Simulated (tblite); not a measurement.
Compound: benzo[b]thiophene, C8H6S.
Atom-mapped SMILES: `[cH:1]1[cH:2][cH:3][c:4]2[s:5][cH:6][cH:7][c:8]2[cH:9]1` (hydrogens: H10 on C1; H11 on C2; H12 on C3; H13 on C6; H14 on C7; H15 on C9)

Computed with GFN2-xTB (tblite), gas phase: Langevin dynamics at 200 K from the optimised GFN2-xTB geometry, time step 0.5 fs, friction 0.01 fs⁻¹, 2000 steps.

Start geometry:
```
atom  x, y, z in Å
C1     -1.865   -0.836    0.033
C2     -2.098    0.533   -0.101
C3     -1.049    1.427   -0.159
C4      0.243    0.929   -0.082
S5      1.724    1.844   -0.130
C6      2.651    0.389    0.026
C7      1.897   -0.726    0.110
C8      0.498   -0.449    0.051
C9     -0.583   -1.331    0.108
H10    -2.705   -1.514    0.077
H11    -3.114    0.896   -0.159
H12    -1.221    2.487   -0.262
H13     3.721    0.468    0.045
H14     2.299   -1.718    0.210
H15    -0.401   -2.390    0.211
```

The statistics below take the 31 frames saved every 25 fs from 250 to 1000 fs; their kinetic temperature (all 3N coordinates) averages 212 K.

Task: Give the mean, spread and extremes of the bond lengths.

Result: 
```json
{"bond": "C1–C2", "start (Å)": "1.395", "mean (Å)": "1.402", "standard deviation (Å)": "0.018", "shortest (Å)": "1.369", "longest (Å)": "1.440"}
{"bond": "C2–C3", "start (Å)": "1.380", "mean (Å)": "1.379", "standard deviation (Å)": "0.019", "shortest (Å)": "1.341", "longest (Å)": "1.420"}
{"bond": "C3–C4", "start (Å)": "1.386", "mean (Å)": "1.388", "standard deviation (Å)": "0.020", "shortest (Å)": "1.347", "longest (Å)": "1.425"}
{"bond": "C4–S5", "start (Å)": "1.741", "mean (Å)": "1.748", "standard deviation (Å)": "0.029", "shortest (Å)": "1.705", "longest (Å)": "1.824"}
{"bond": "S5–C6", "start (Å)": "1.733", "mean (Å)": "1.739", "standard deviation (Å)": "0.037", "shortest (Å)": "1.652", "longest (Å)": "1.849"}
{"bond": "C6–C7", "start (Å)": "1.348", "mean (Å)": "1.347", "standard deviation (Å)": "0.023", "shortest (Å)": "1.299", "longest (Å)": "1.400"}
{"bond": "C7–C8", "start (Å)": "1.427", "mean (Å)": "1.423", "standard deviation (Å)": "0.022", "shortest (Å)": "1.377", "longest (Å)": "1.462"}
{"bond": "C8–C9", "start (Å)": "1.396", "mean (Å)": "1.400", "standard deviation (Å)": "0.022", "shortest (Å)": "1.331", "longest (Å)": "1.434"}
{"bond": "C1–C9", "start (Å)": "1.377", "mean (Å)": "1.382", "standard deviation (Å)": "0.015", "shortest (Å)": "1.342", "longest (Å)": "1.426"}
{"bond": "C4–C8", "start (Å)": "1.408", "mean (Å)": "1.412", "standard deviation (Å)": "0.019", "shortest (Å)": "1.363", "longest (Å)": "1.446"}
{"bond": "C1–H10", "start (Å)": "1.080", "mean (Å)": "1.082", "standard deviation (Å)": "0.023", "shortest (Å)": "1.047", "longest (Å)": "1.133"}
{"bond": "C2–H11", "start (Å)": "1.080", "mean (Å)": "1.084", "standard deviation (Å)": "0.026", "shortest (Å)": "1.035", "longest (Å)": "1.136"}
{"bond": "C3–H12", "start (Å)": "1.079", "mean (Å)": "1.083", "standard deviation (Å)": "0.035", "shortest (Å)": "1.017", "longest (Å)": "1.164"}
{"bond": "C6–H13", "start (Å)": "1.073", "mean (Å)": "1.073", "standard deviation (Å)": "0.026", "shortest (Å)": "1.018", "longest (Å)": "1.135"}
{"bond": "C7–H14", "start (Å)": "1.075", "mean (Å)": "1.075", "standard deviation (Å)": "0.025", "shortest (Å)": "1.029", "longest (Å)": "1.117"}
{"bond": "C9–H15", "start (Å)": "1.080", "mean (Å)": "1.087", "standard deviation (Å)": "0.035", "shortest (Å)": "1.038", "longest (Å)": "1.158"}
```

Task: Give the same statistics for bond angles, one of each kind among heavy atoms.

Result: 
```tsv
angle	start (°)	mean (°)	standard deviation (°)	smallest (°)	largest (°)
C2–C1–C9	120.9	120.5	1.6	116.1	125.0
C1–C2–C3	120.8	120.8	2.0	116.2	124.9
C2–C3–C4	118.3	118.4	2.5	112.9	124.3
C3–C4–S5	127.0	127.1	2.6	122.0	134.2
C3–C4–C8	121.7	121.7	2.5	116.2	126.8
S5–C4–C8	111.3	111.0	1.5	108.4	114.0
C4–S5–C6	90.7	90.5	1.5	86.8	92.7
S5–C6–C7	113.6	113.5	2.1	109.4	116.9
C6–C7–C8	112.7	113.0	2.3	108.7	118.0
C7–C8–C9	129.4	129.5	3.2	124.1	136.4
C4–C8–C7	111.8	111.9	2.0	107.7	114.8
C4–C8–C9	118.8	118.5	2.6	113.8	124.1
C1–C9–C8	119.5	119.7	2.2	114.9	125.1
```

Task: How far does each atom move about its mean position (frames aligned on the start, all atoms weighted alike), and what rms force does it feel?

Result: 
```tsv
atom	rms displacement (Å)	rms force (eV/Å)
C1	0.05	1.38
C2	0.06	1.58
C3	0.06	1.47
C4	0.08	1.43
S5	0.08	1.11
C6	0.06	1.85
C7	0.05	1.76
C8	0.07	1.64
C9	0.06	1.67
H10	0.12	0.81
H11	0.12	0.91
H12	0.10	1.19
H13	0.12	0.85
H14	0.11	0.95
H15	0.12	1.10
```

The displacements run from 0.05 to 0.12 Å.

Task: How widely does the potential energy scatter, against a harmonic estimate?

Result: Mean 0.35 eV above the start, standard deviation 0.084 eV, range 0.18 to 0.52 eV. For 39 classical harmonic modes at 200 K the canonical values are 39kT/2 = 0.34 eV and kT·√(39/2) = 0.076 eV.

The run is classical and short, so these are rough statistics of one trajectory.

What follows is the cost of the whole dynamics run. Time: 13 s; peak memory 0.18 GiB. Hardware: Arm Neoverse V1, one thread (shared host).
